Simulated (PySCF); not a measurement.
GeSe, SMILES [Ge]=[Se] (connectivity only; charge and spin as stated), neutral, multiplicity 1. Atoms are numbered in the order given.

```xyz
2

Ge     0.0000     0.0000    -1.1111
Se     0.0000     0.0000     1.0458
```

Geometry: B3LYP-D3(BJ)/def2-TZVP.

Calculation: PySCF with PBE/def2-TZVPD.

The molecule is in vacuum.

| Property | Result |
|---|---|
| total energy | -4477.92871 hartree |
| point group | C∞v |
| highest occupied level | -6.61 eV |
| lowest empty level | -3.23 eV |
| orbital gap | 3.38 eV |
| dipole moment | 1.71 D |
| quadrupole, principal values (traceless, Buckingham form, about the centre of nuclear charge) | -0.11, -0.11, 0.23 D·Å |
| mean static polarisability | 62.8 bohr³ (9.31 Å³) |
| polarisability, principal values | 49.6, 49.6, 89.2 bohr³ |
